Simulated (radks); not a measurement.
Results of a calculation; reference values are marked as such.
Fe I, 26 electrons, occupied as [Ne] 3s2 3p5 3d6 4s2 4p1 (not the ground configuration).

Level of theory: non-relativistic Kohn-Sham, LDA (Slater exchange, Perdew-Wang correlation), spin-polarised, spherical densities, point nucleus; open shells are filled with parallel spins first (a radial shooting solver on a logarithmic mesh with Libxc functionals).

Energy parts (eV):
total: -34261.235
kinetic: 34220.782
electron-nucleus: -81403.923
Hartree: 14355.328
exchange-correlation: -1433.423

Orbitals (lengths in bohr, moments of r in powers of bohr; r(max) is where P^2 peaks):
orbital  occ.  eigenvalue (eV)     <r^2>   r(max)
1s up       1        -6930.020  0.004705  0.03902
1s down     1        -6929.437  0.004705  0.03902
2s up       1        -815.3192   0.08652   0.2257
2s down     1        -812.5028   0.08618   0.2255
2p up       3        -706.2210   0.06904   0.1809
2p down     3        -703.8205   0.06871   0.1808
3s up       1        -102.1681    0.7601   0.7057
3s down     1         -96.0650    0.7723   0.7073
3p up       3         -70.0047    0.8422   0.7107
3p down     2         -64.0644    0.8646   0.7135
3d up       5         -17.3083     1.279   0.6859
3d down     1         -12.0110     1.493   0.6975
4s up       1          -8.0943     8.227    2.214
4s down     1          -6.6999     9.155    2.306
4p up       1          -3.1035     14.78    2.784
4p down     0          -2.2010     17.97    2.987
5s up       0          -0.3395     102.3    7.430
5s down     0          -0.1914     143.6    8.337

The highest occupied level is 4p up at -3.104 eV. Summed over all electrons, <r^2> = 46.43 bohr^2, which gives a Langevin (diamagnetic) susceptibility term of -36.8 x 10^-6 cm^3/mol. Virial ratio -V/T = 2.00118. The density falls to 0.001 e/bohr^3 at r = 4.69 bohr. Spin moment in Bohr magnetons: 6. The electron density at the nucleus is 1.187e+04 e/bohr^3.
